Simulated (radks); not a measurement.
Values are calculated unless marked as measured or tabulated.
Q: The zirconium ion Zr7+ is in [Ar] 3d10 4s2 4p3. Level of theory: non-relativistic Kohn-Sham, PBE, spin-polarised, spherical densities, point nucleus (a radial shooting solver on a logarithmic mesh with Libxc functionals). Open shells are filled with parallel spins first. One electron is removed from 4p, 4s, 3p, 3d in turn, with full relaxation. Which removal costs least, and what does each cost?

A: 4p 134.30 eV; 4s 151.56 eV; 3d 302.58 eV; 3p 437.67 eV. The 4p electron leaves first.
